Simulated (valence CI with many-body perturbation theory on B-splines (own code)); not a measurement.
## Forbidden lines of Ag⁴¹⁺

Method: valence CI with perturbative core correlation (CI+MBPT): four valence electrons over a frozen Dirac-Fock core [He], a basis of 11 s, 11 p, 9 d, 7 f, 5 g, 2 h, 1 i functions for each j, with the one-electron correlation potential Σ1, the two-electron term Σ2, the three-electron term Σ3, Breit, model QED; selected CI, second order for the rest (own B-spline code, finite nucleus).

The last digits are not significant, and no measured levels were compared; by estimate large intervals hold to a few tenths of a per cent, small ones and those within an open d or f shell to about a per cent. Among the levels kept, up to 290 cm⁻¹ of a level comes from second order outside the variational space, and about a tenth of that is noise between levels of different J, which matters for small intervals.

Lines 1 to 46 of 46 in falling wavelength, among levels below 33984 × 10³ cm⁻¹, chosen from the decays that carry over 1 % of a level's rate. Wavelengths and rates use the calculated energies. Electric multipoles are in the length gauge, E1 and E2 with the static RPA response of the core. S is in atomic units (e²a₀⁴ for E2 and M2, e²a₀⁶ for E3), for M1 in squared Bohr magnetons. Weak lines are less certain than strong ones. Lines between different terms over intervals too small for the method are left out, as are lines whose strength nearly cancels. The highest levels of a list are the least certain.

Levels are named by their leading jj configuration (3d3/2^4 stands for four electrons in 3d with j = 3/2), which in mixed levels can hold well under half, so a name can repeat and another be missing. Letters in brackets count levels of one name in rising energy.

```csv
λ vac (nm),Upper,Lower,Type,A (s⁻¹),S (a.u.)
89.34,(2s^2 2p1/2 2p3/2) J=2,(2s^2 2p1/2 2p3/2) J=1,M1,7.61e+03,1.01e+00
7.069,(2s^2 2p1/2 2p3/2) J=1,(2s^2 2p1/2^2) J=0,M1,3.67e+07,1.44e+00
6.684,(2s^2 2p3/2^2) J=2,(2s^2 2p1/2 2p3/2) J=2,M1,3.20e+07,1.77e+00
6.551,(2s^2 2p1/2 2p3/2) J=2,(2s^2 2p1/2^2) J=0,E2,2.83e+04,1.52e-04
6.219,(2s^2 2p3/2^2) J=2,(2s^2 2p1/2 2p3/2) J=1,M1,3.33e+07,1.49e+00
5.321,(2s^2 2p3/2^2) J=0,(2s^2 2p1/2 2p3/2) J=1,M1,9.61e+07,5.36e-01
0.3744,(2s^2 2p3/2 3d5/2) J=4,(2s 2p3/2^3) J=2,E2,4.70e+08,2.78e-06
0.3574,(2s^2 2p3/2 3d5/2) J=4,(2s 2p1/2 2p3/2^2) J=2 [b],E2,2.90e+08,1.36e-06
0.3524,(2s 2p1/2 2p3/2 3p1/2) J=0,(2s 2p1/2 2p3/2^2) J=2 [b],E2,5.18e+10,2.51e-05
0.3522,(2s^2 2p3/2 3d5/2) J=4,(2s 2p1/2 2p3/2^2) J=3,E2,7.02e+08,3.06e-06
0.3516,(2s^2 2p3/2 3p1/2) J=2,(2s^2 2p3/2^2) J=0,E2,2.82e+10,6.77e-05
0.3512,(2s 2p1/2 2p3/2 3p3/2) J=4,(2s 2p1/2 2p3/2^2) J=2 [b],E2,3.20e+09,1.38e-05
0.3503,(2s^2 2p1/2 3p1/2) J=1,(2s^2 2p1/2 2p3/2) J=2,E2,8.67e+10,1.22e-04
0.3501,(2s 2p1/2^2 3p1/2) J=0,(2s 2p1/2^2 2p3/2) J=2,E2,1.60e+11,7.53e-05
0.3493,(2s^2 2p3/2 3d5/2) J=4,(2s 2p1/2 2p3/2^2) J=2 [a],E2,1.38e+08,5.75e-07
0.3489,(2s^2 2p1/2 3p1/2) J=1,(2s^2 2p1/2 2p3/2) J=1,E2,8.41e+10,1.16e-04
0.3485,(2s^2 2p3/2 3p1/2) J=1,(2s^2 2p3/2^2) J=2,E2,9.31e+10,1.28e-04
0.3483,(2s^2 2p3/2 3p1/2) J=2,(2s^2 2p3/2^2) J=2,E2,1.16e+11,2.66e-04
0.3479,(2s^2 2p1/2 3p1/2) J=0,(2s^2 2p1/2 2p3/2) J=2,E2,1.58e+11,7.18e-05
0.3461,(2s 2p1/2 2p3/2 3p3/2) J=4,(2s 2p1/2 2p3/2^2) J=3,E2,4.16e+10,1.66e-04
0.3457,(2s 2p1/2 2p3/2 3p3/2) J=0 [b],(2s 2p1/2 2p3/2^2) J=2 [b],E2,7.41e+10,3.27e-05
0.3451,(2s 2p1/2 2p3/2 3p3/2) J=1 [d],(2s 2p1/2 2p3/2^2) J=2 [b],E2,4.46e+10,5.86e-05
0.3445,(2s 2p1/2 2p3/2 3p1/2) J=0,(2s 2p1/2 2p3/2^2) J=2 [a],E2,1.14e+11,4.94e-05
0.3443,(2s^2 2p3/2 3p3/2) J=3,(2s^2 2p3/2^2) J=2,E2,5.28e+10,1.60e-04
0.3441,(2s^2 2p3/2 3p3/2) J=1,(2s^2 2p3/2^2) J=2,E2,6.53e+10,8.43e-05
0.3440,(2s 2p1/2^2 3p3/2) J=2,(2s 2p1/2^2 2p3/2) J=2,E2,5.81e+10,1.25e-04
0.3439,(2s^2 2p1/2 3p3/2) J=2,(2s^2 2p1/2 2p3/2) J=2,E2,5.73e+10,1.23e-04
0.3433,(2s 2p1/2 2p3/2 3p3/2) J=4,(2s 2p1/2 2p3/2^2) J=2 [a],E2,2.28e+09,8.74e-06
0.3426,(2s^2 2p1/2 3p3/2) J=2,(2s^2 2p1/2 2p3/2) J=1,E2,2.61e+10,5.50e-05
0.3410,(2s^2 2p3/2 3p3/2) J=0,(2s^2 2p3/2^2) J=2,E2,1.75e+11,7.20e-05
0.3404,(2s 2p1/2 2p3/2 3d5/2) J=5,(2s 2p1/2 2p3/2^2) J=3,M2,1.88e+09,8.43e-06
0.3380,(2s^2 2p3/2 3d5/2) J=4,(2s^2 2p3/2^2) J=2,M2,1.75e+09,6.20e-06
0.3380,(2s 2p1/2 2p3/2 3p3/2) J=0 [b],(2s 2p1/2 2p3/2^2) J=2 [a],E2,3.02e+10,1.19e-05
0.3336,(2s^2 2p3/2 3d5/2) J=4,(2s 2p1/2^2 2p3/2) J=2,E2,1.22e+09,4.04e-06
0.3292,(2s 2p1/2 2p3/2 3p1/2) J=0,(2s 2p1/2^2 2p3/2) J=2,E2,1.67e+10,5.76e-06
0.3282,(2s 2p1/2 2p3/2 3p3/2) J=4,(2s 2p1/2^2 2p3/2) J=2,E2,9.34e+10,2.86e-04
0.3274,(2s^2 2p3/2 3p3/2) J=3,(2s^2 2p1/2 2p3/2) J=2,E2,3.78e+10,8.88e-05
0.3274,(2s 2p1/2 2p3/2 3p3/2) J=1 [d],(2s 2p1/2^2 2p3/2) J=1,E2,6.69e+10,6.74e-05
0.3272,(2s^2 2p3/2 3p3/2) J=1,(2s^2 2p1/2 2p3/2) J=2,E2,6.21e+10,6.24e-05
0.3267,(2s^2 2p1/2 3p3/2) J=2,(2s^2 2p1/2^2) J=0,E2,7.60e+10,1.26e-04
0.3262,(2s^2 2p3/2 3p3/2) J=3,(2s^2 2p1/2 2p3/2) J=1,E2,4.77e+10,1.10e-04
0.3244,(2s^2 2p3/2 3p3/2) J=0,(2s^2 2p1/2 2p3/2) J=2,E2,9.09e+10,2.92e-05
0.3231,(2s 2p1/2 2p3/2 3d5/2) J=5,(2s 2p1/2^2 2p3/2) J=2,E3,2.10e+08,2.70e-05
0.3217,(2s^2 2p3/2 3d5/2) J=4,(2s^2 2p1/2 2p3/2) J=2,M2,5.67e+08,1.57e-06
0.3206,(2s^2 2p3/2 3d5/2) J=4,(2s^2 2p1/2 2p3/2) J=1,E3,1.35e+08,1.34e-05
0.3128,(2s 2p1/2 2p3/2 3d3/2) J=4,(2s^2 2p1/2 2p3/2) J=2,E2,1.28e+11,3.07e-04
```
